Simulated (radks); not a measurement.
The chromium ion Cr10+, configuration [Ne] 3s2 3p1 4s1 (not the ground configuration).

All-electron calculation, scalar-relativistic Kohn-Sham, r2SCAN, spin-unpolarised, spherical densities, finite nucleus; meta-GGA in the generalised Kohn-Sham scheme; Fermi nuclear charge, rms radius 3.6452 fm. Program: a radial shooting solver on a logarithmic mesh with Libxc functionals.

Energy parts (hartree):
| part | energy |
|---|---|
| total | -1007.09172 |
| kinetic | 1018.09719 |
| electron-nucleus | -2262.10739 |
| Hartree | 277.51613 |
| exchange-correlation | -40.59766 |

Orbitals (lengths in bohr, moments of r in powers of bohr; r(90%) holds 90 % of the orbital's charge):
orbital  occ.  eigenvalue (hartree)  r(90%)   <1/r>
1s          2             -227.2259   0.113   23.88
2s          2             -34.69126   0.449   5.110
2p          6             -30.74209   0.420   4.994
3s          2             -10.85481    1.13   1.834
3p          1              -9.67637    1.16   1.754
3d          0              -7.96435    1.15   1.601
4s          1              -5.03679    2.23  0.8815
4p          0              -4.60290    2.31  0.8531

The highest occupied level is 4s at -137.06 eV. The configuration is held as typed, so some empty levels lie below it. The electron density at the nucleus is 1.16e+04 e/bohr^3 (large components only).
